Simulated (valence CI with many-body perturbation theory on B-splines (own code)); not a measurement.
## La50+: E2, E3, M2 decay

Method: relativistic CI+MBPT: five valence electrons over a frozen Dirac-Fock core [He], a basis of 11 s, 11 p, 10 d, 8 f, 5 g, 2 h functions for each j, with the one-electron correlation potential Σ1 (screened to all orders), the two-electron term Σ2, the three-electron term Σ3, Breit, model QED; selected single and double excitations, second order for the rest, scaled by the run's own slope (own B-spline code, finite nucleus).

The last digits are not significant, and no measured levels were compared; by estimate large intervals hold to a few tenths of a per cent, small ones and those within an open d or f shell to about a per cent. Among the levels kept, up to 7200 cm⁻¹ of a level comes from second order outside the variational space, and about a tenth of that is noise between levels of different J, which matters for small intervals.

Lines 51 to 73 of 73 in falling wavelength, among levels below 54298 × 10³ cm⁻¹, chosen from the decays that carry over 1 % of a level's rate. Wavelengths and rates use the calculated energies. Electric multipoles are in the length gauge, E1 and E2 with the static RPA response of the core. S is in atomic units (e²a₀⁴ for E2 and M2, e²a₀⁶ for E3), for M1 in squared Bohr magnetons. Weak lines are less certain than strong ones. Lines between different terms over intervals too small for the method are left out, as are lines whose strength nearly cancels. The highest levels of a list are the least certain.

Levels are named by their leading jj configuration (3d3/2^4 stands for four electrons in 3d with j = 3/2), which in mixed levels can hold well under half, so a name can repeat and another be missing. Letters in brackets count levels of one name in rising energy.

```
λ vac (Å)                               Upper                       Lower  Type   A (s⁻¹)  S (a.u.)
    2.152  (2s^2 2p1/2 2p3/2 3p3/2) J=3/2 [a]  (2s^2 2p1/2^2 2p3/2) J=3/2    E2  2.26e+11  3.73e-05
    2.151          (2s^2 2p3/2^2 3p3/2) J=5/2  (2s^2 2p1/2 2p3/2^2) J=5/2    E2  1.51e+11  3.72e-05
    2.150      (2s^2 2p1/2 2p3/2 3p3/2) J=7/2  (2s^2 2p1/2^2 2p3/2) J=3/2    E2  2.52e+11  8.27e-05
    2.149          (2s^2 2p3/2^2 3p3/2) J=1/2  (2s^2 2p1/2 2p3/2^2) J=5/2    E2  2.43e+11  1.99e-05
    2.142  (2s^2 2p1/2 2p3/2 3p3/2) J=5/2 [b]  (2s^2 2p1/2^2 2p3/2) J=3/2    E2  1.56e+11  3.77e-05
    2.137          (2s^2 2p3/2^2 3p3/2) J=7/2  (2s^2 2p1/2 2p3/2^2) J=3/2    E2  1.22e+11  3.89e-05
    2.137      (2s^2 2p3/2^2 3p3/2) J=3/2 [a]  (2s^2 2p1/2 2p3/2^2) J=5/2    E2  2.08e+11  3.30e-05
    2.110      (2s^2 2p1/2 2p3/2 3d5/2) J=9/2  (2s^2 2p1/2^2 2p3/2) J=3/2    E3  9.77e+08  5.78e-06
    2.109          (2s^2 2p3/2^2 3d5/2) J=9/2  (2s^2 2p1/2 2p3/2^2) J=5/2    M2  3.10e+09  1.16e-06
    2.109          (2s^2 2p3/2^2 3d5/2) J=9/2  (2s^2 2p1/2 2p3/2^2) J=5/2    E3  3.90e+08  2.30e-06
    2.102          (2s^2 2p3/2^2 3d5/2) J=9/2  (2s^2 2p1/2 2p3/2^2) J=3/2    E3  7.73e+08  4.46e-06
    2.055  (2s 2p1/2 2p3/2^2 3d5/2) J=9/2 [a]  (2s^2 2p1/2 2p3/2^2) J=5/2    E2  5.97e+09  1.96e-06
    2.054      (2s 2p1/2^2 2p3/2 3d3/2) J=7/2  (2s^2 2p1/2^2 2p3/2) J=3/2    E2  5.61e+11  1.46e-04
    2.051      (2s 2p1/2 2p3/2^2 3d3/2) J=9/2  (2s^2 2p1/2 2p3/2^2) J=5/2    E2  8.08e+11  2.62e-04
    2.047  (2s 2p1/2 2p3/2^2 3d5/2) J=7/2 [a]  (2s^2 2p1/2 2p3/2^2) J=3/2    E2  9.07e+11  2.33e-04
    2.042  (2s 2p1/2 2p3/2^2 3d5/2) J=9/2 [b]  (2s^2 2p1/2 2p3/2^2) J=5/2    E2  7.71e+11  2.44e-04
    2.032  (2s 2p1/2^2 2p3/2 3d3/2) J=5/2 [b]  (2s^2 2p1/2^2 2p3/2) J=3/2    E2  5.63e+11  1.04e-04
    2.029  (2s 2p1/2 2p3/2^2 3d3/2) J=7/2 [c]  (2s^2 2p1/2 2p3/2^2) J=5/2    E2  1.37e+12  3.36e-04
    2.029  (2s 2p1/2^2 2p3/2 3d3/2) J=1/2 [b]  (2s^2 2p1/2^2 2p3/2) J=3/2    E2  2.76e+12  1.69e-04
    2.025  (2s 2p1/2 2p3/2^2 3d5/2) J=3/2 [d]  (2s^2 2p1/2 2p3/2^2) J=1/2    E2  1.63e+12  1.98e-04
    2.018  (2s 2p1/2 2p3/2^2 3d5/2) J=9/2 [c]  (2s^2 2p1/2 2p3/2^2) J=5/2    E2  1.57e+12  4.70e-04
    2.017  (2s 2p1/2 2p3/2^2 3d5/2) J=7/2 [d]  (2s^2 2p1/2 2p3/2^2) J=5/2    E2  4.29e+11  1.02e-04
    2.015  (2s 2p1/2 2p3/2^2 3d5/2) J=7/2 [c]  (2s^2 2p1/2 2p3/2^2) J=3/2    E2  1.36e+12  3.22e-04
```
